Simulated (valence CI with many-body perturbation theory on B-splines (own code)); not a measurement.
## From CI to CI+MBPT in Ho²⁷⁺

Computed by valence CI with perturbative core correlation (CI+MBPT): four valence electrons over a frozen Dirac-Fock core [Kr], radial functions for each j: 9 s, 9 p, 10 d, 8 f, 5 g, 3 h, 1 i, with the one-electron correlation potential Σ1, the two-electron term Σ2, the three-electron term Σ3, Breit, model QED; selected CI, second order for the rest (own B-spline code, finite nucleus).

No measured spectrum was set against this ion. As an estimate, large intervals hold to a few tenths of a per cent, small ones and those within an open d or f shell to about a per cent. Only levels of the ground parity were solved; by the run's estimate the other parity begins above the list, which can be wrong where configurations are misplaced.

Each rung adds one term. CI alone is the Dirac-Coulomb CI over the frozen core; QED comes last and gives the full result, which names the levels. Energies are above (4d3/2^4) J=0 on the same rung, in cm⁻¹.

Levels are named by their leading jj configuration (3d3/2^4 stands for four electrons in 3d with j = 3/2), which in mixed levels can hold well under half, so a name can repeat and another be missing. Letters in brackets count levels of one name in rising energy.

```csv
Level,CI alone
(4d3/2^3 4d5/2) J=1,58528
(4d3/2^3 4d5/2) J=2,88649
(4d3/2^3 4d5/2) J=4,95842
(4d3/2^3 4d5/2) J=3,101343
(4d3/2^2 4d5/2^2) J=0 [a],143516
(4d3/2^2 4d5/2^2) J=4 [a],152877
(4d3/2^2 4d5/2^2) J=2 [a],155177
(4d3/2^2 4d5/2^2) J=3 [a],159021
(4d3/2^2 4d5/2^2) J=5,173336
(4d3/2^2 4d5/2^2) J=1,176024
(4d3/2^2 4d5/2^2) J=6,183608
(4d3/2^2 4d5/2^2) J=4 [b],193468
(4d3/2^2 4d5/2^2) J=3 [b],194411
(4d3/2^2 4d5/2^2) J=2 [b],194673
(4d3/2^2 4d5/2^2) J=2 [c],223254
(4d3/2^2 4d5/2^2) J=4 [c],226803
```

Q: What do these energies become with core correlation, Breit and QED?

A: (4d3/2^3 4d5/2) J=1 58218 (-310); (4d3/2^3 4d5/2) J=2 86807 (-1842); (4d3/2^3 4d5/2) J=4 91627 (-4215); (4d3/2^3 4d5/2) J=3 98127 (-3216); (4d3/2^2 4d5/2^2) J=0 [a] 142343 (-1173); (4d3/2^2 4d5/2^2) J=4 [a] 148970 (-3908); (4d3/2^2 4d5/2^2) J=2 [a] 151962 (-3215); (4d3/2^2 4d5/2^2) J=3 [a] 154428 (-4593); (4d3/2^2 4d5/2^2) J=5 166523 (-6813); (4d3/2^2 4d5/2^2) J=1 172816 (-3208); (4d3/2^2 4d5/2^2) J=6 175437 (-8171); (4d3/2^2 4d5/2^2) J=4 [b] 186004 (-7464); (4d3/2^2 4d5/2^2) J=3 [b] 187387 (-7024); (4d3/2^2 4d5/2^2) J=2 [b] 188884 (-5789); (4d3/2^2 4d5/2^2) J=2 [c] 220059 (-3195); (4d3/2^2 4d5/2^2) J=4 [c] 221174 (-5628).

Q: How does the ionisation energy move along the ladder, and which term matters most?

A: CI alone 981.55, + Σ1 984.12, + Σ2 986.33, + Σ3 986.39, + Breit 985.86, + QED 985.92 eV. The largest step is Σ1, 2.57 eV. NIST lists 985 ± 4 eV (theoretical).
